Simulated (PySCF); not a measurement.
CH₄Cl₂OSi₂, SMILES Cl[Si]1(Cl)CO[SiH2]1.

Geometry: PBE-D3(BJ)/def2-SVP. The structure was generated by enumeration, and PubChem lists no compound with its InChIKey, so it may never have been made.

The numbers are results of PBE-D3(BJ)/def2-SVP in PySCF 2.14.0, not measurements.

Frequencies are harmonic and unscaled.

Computed vibrational spectrum:
```json
[
 {"mode": "1", "ν (cm⁻¹)": "38", "IR (km/mol)": "3.6", "moving atoms (share of kinetic energy)": "O 49 %, Cl 30 %, Si 9 %, H 9 %"},
 {"mode": "2", "ν (cm⁻¹)": "100", "IR (km/mol)": "0.0", "moving atoms (share of kinetic energy)": "Si 35 %, Cl 29 %, H 21 %, O 12 %"},
 {"mode": "3", "ν (cm⁻¹)": "151", "IR (km/mol)": "3.6", "moving atoms (share of kinetic energy)": "Cl 71 %, Si 21 %"},
 {"mode": "4", "ν (cm⁻¹)": "166", "IR (km/mol)": "0.1", "moving atoms (share of kinetic energy)": "H 38 %, C 32 %, Cl 23 %"},
 {"mode": "5", "ν (cm⁻¹)": "187", "IR (km/mol)": "7.4", "moving atoms (share of kinetic energy)": "Si 49 %, Cl 26 %, C 16 %"},
 {"mode": "6", "ν (cm⁻¹)": "329", "IR (km/mol)": "3.3", "moving atoms (share of kinetic energy)": "Cl 59 %, Si 17 %, O 11 %, C 11 %"},
 {"mode": "7", "ν (cm⁻¹)": "419", "IR (km/mol)": "17.9", "moving atoms (share of kinetic energy)": "Si 59 %, O 24 %, H 8 %"},
 {"mode": "8", "ν (cm⁻¹)": "435", "IR (km/mol)": "21.4", "moving atoms (share of kinetic energy)": "H 80 %, Si 11 %"},
 {"mode": "9", "ν (cm⁻¹)": "560", "IR (km/mol)": "149.6", "moving atoms (share of kinetic energy)": "Si 62 %, Cl 17 %, C 12 %"},
 {"mode": "10", "ν (cm⁻¹)": "560", "IR (km/mol)": "80.6", "moving atoms (share of kinetic energy)": "Si 53 %, Cl 32 %, H 13 %"},
 {"mode": "11", "ν (cm⁻¹)": "636", "IR (km/mol)": "21.0", "moving atoms (share of kinetic energy)": "H 88 %"},
 {"mode": "12", "ν (cm⁻¹)": "677", "IR (km/mol)": "2.8", "moving atoms (share of kinetic energy)": "C 37 %, Si 27 %, H 19 %, O 15 %"},
 {"mode": "13", "ν (cm⁻¹)": "734", "IR (km/mol)": "11.7", "moving atoms (share of kinetic energy)": "H 31 %, Si 27 %, O 27 %, C 14 %"},
 {"mode": "14", "ν (cm⁻¹)": "742", "IR (km/mol)": "38.8", "moving atoms (share of kinetic energy)": "H 63 %, C 23 %, Si 12 %"},
 {"mode": "15", "ν (cm⁻¹)": "779", "IR (km/mol)": "163.3", "moving atoms (share of kinetic energy)": "H 51 %, Si 27 %, O 19 %"},
 {"mode": "16", "ν (cm⁻¹)": "936", "IR (km/mol)": "153.5", "moving atoms (share of kinetic energy)": "H 91 %"},
 {"mode": "17", "ν (cm⁻¹)": "999", "IR (km/mol)": "89.0", "moving atoms (share of kinetic energy)": "O 46 %, C 44 %, H 10 %"},
 {"mode": "18", "ν (cm⁻¹)": "1150", "IR (km/mol)": "0.3", "moving atoms (share of kinetic energy)": "H 90 %"},
 {"mode": "19", "ν (cm⁻¹)": "1196", "IR (km/mol)": "2.4", "moving atoms (share of kinetic energy)": "H 74 %, C 19 %"},
 {"mode": "20", "ν (cm⁻¹)": "1404", "IR (km/mol)": "1.2", "moving atoms (share of kinetic energy)": "H 94 %"},
 {"mode": "21", "ν (cm⁻¹)": "2154", "IR (km/mol)": "113.9", "moving atoms (share of kinetic energy)": "H 98 %"},
 {"mode": "22", "ν (cm⁻¹)": "2165", "IR (km/mol)": "108.3", "moving atoms (share of kinetic energy)": "H 96 %"},
 {"mode": "23", "ν (cm⁻¹)": "2962", "IR (km/mol)": "25.7", "moving atoms (share of kinetic energy)": "H 95 %"},
 {"mode": "24", "ν (cm⁻¹)": "3023", "IR (km/mol)": "9.8", "moving atoms (share of kinetic energy)": "H 90 %, C 10 %"}
]
```
